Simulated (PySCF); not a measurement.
C₇H₁₁ (doublet state).
Cartesian coordinates in Å at the GFN2-xTB level; atoms count from 1:
```xyz
18
C7H11 angstrom
C     -1.283    1.240    1.244
C     -0.648    0.199    0.484
C      0.814    0.019    0.777
C      1.861    0.641   -0.102
C      1.717   -0.848   -0.047
C     -1.467   -1.057    0.151
C     -1.172   -0.075   -0.925
H     -0.725    1.825    1.947
H     -2.327    1.451    1.115
H      1.018    0.032    1.842
H      1.527    1.149   -0.994
H      2.723    1.097    0.360
H      2.476   -1.417    0.469
H      1.318   -1.359   -0.910
H     -0.934   -1.995    0.153
H     -2.472   -1.114    0.539
H     -1.976    0.555   -1.276
H     -0.461   -0.338   -1.691
```

The hyperfine couplings belong to this conformer and change with its torsions.

The species is `[CH2]C1(C2CC2)CC1` [radical].

The calculation used PySCF 2.14.0, UKS B3LYP, pcH-1 on C H, non-relativistic, mean-field spin-orbit, GIAO. The structure is a single GFN2-xTB conformer in the gas phase; no vibrational or solvent corrections. Couplings are sensitive to structure, and on GFN2-xTB geometries they can be far from those on DFT ones. Stability of the SCF solution: not tested.

Predict the first-order ENDOR lines of C1, C6/C7, C2, C4/C5, C3, H8/H9, H15/H18, H16/H17 and H10 under fast tumbling at B = 335.9 mT (X band).

For S = 1/2 in fast tumbling each set of equivalent nuclei gives two lines, ν± = |νn ± a/2| to first order, with νn = g_N μN B/h and μN/h = 7.62259 MHz/T.

```json
{"nuclei": "C1", "isotope": "13C", "g_N": "1.4048", "νn (MHz)": "3.60", "a_iso (MHz)": "78.72", "lower line (MHz)": "35.76", "upper line (MHz)": "42.96"}
{"nuclei": "C6/C7", "isotope": "13C", "g_N": "1.4048", "νn (MHz)": "3.60", "a_iso (MHz)": "53.73", "lower line (MHz)": "23.27", "upper line (MHz)": "30.46"}
{"nuclei": "C2", "isotope": "13C", "g_N": "1.4048", "νn (MHz)": "3.60", "a_iso (MHz)": "-38.25", "lower line (MHz)": "15.53", "upper line (MHz)": "22.72"}
{"nuclei": "C4/C5", "isotope": "13C", "g_N": "1.4048", "νn (MHz)": "3.60", "a_iso (MHz)": "-1.46", "lower line (MHz)": "2.87", "upper line (MHz)": "4.33"}
{"nuclei": "C3", "isotope": "13C", "g_N": "1.4048", "νn (MHz)": "3.60", "a_iso (MHz)": "0.53", "lower line (MHz)": "3.33", "upper line (MHz)": "3.86"}
{"nuclei": "H8/H9", "isotope": "1H", "g_N": "5.5857", "νn (MHz)": "14.30", "a_iso (MHz)": "-59.63", "lower line (MHz)": "15.51", "upper line (MHz)": "44.12"}
{"nuclei": "H15/H18", "isotope": "1H", "g_N": "5.5857", "νn (MHz)": "14.30", "a_iso (MHz)": "10.95", "lower line (MHz)": "8.83", "upper line (MHz)": "19.78"}
{"nuclei": "H16/H17", "isotope": "1H", "g_N": "5.5857", "νn (MHz)": "14.30", "a_iso (MHz)": "-6.21", "lower line (MHz)": "11.20", "upper line (MHz)": "17.41"}
{"nuclei": "H10", "isotope": "1H", "g_N": "5.5857", "νn (MHz)": "14.30", "a_iso (MHz)": "-1.87", "lower line (MHz)": "13.36", "upper line (MHz)": "15.24"}
```

The rows for 13C, of low natural abundance, apply to labelled samples.

Which pairs are centred on the nuclear Larmor frequency, and which on half the coupling?

Centred on νn, since |a| < 2νn: C4/C5, C3, H15/H18, H16/H17 and H10. Centred on |a|/2 and split by 2νn: C1, C6/C7, C2 and H8/H9.

At what field would the lower line of C1 fall to zero frequency?

Where νn = |a|/2, that is B = 39.36 MHz/(1.4048 × 7.62259 MHz/T) = 3680 mT, as far as first order holds there.

Means are taken over nuclei equivalent by connectivity, which assumes that they swap fast.

The largest Mulliken spin populations are on C1 (+1.02), C2 (-0.10), C6 (+0.09) and C7 (+0.08). No atom but C1 exceeds +0.15. The positive populations add up to 1.20 and the negative ones to -0.20, together 2S = 1. The angles at C1 add up to 360.0°, so it is planar; its axial dipolar tensor and the negative couplings of its protons fit spin in a p orbital normal to that plane.

Hardware: one thread, Arm Neoverse V1 (aarch64), on a shared host. Cost: 70 s wall (with the writing of density and orbital grids), 1.0 GiB resident at most.
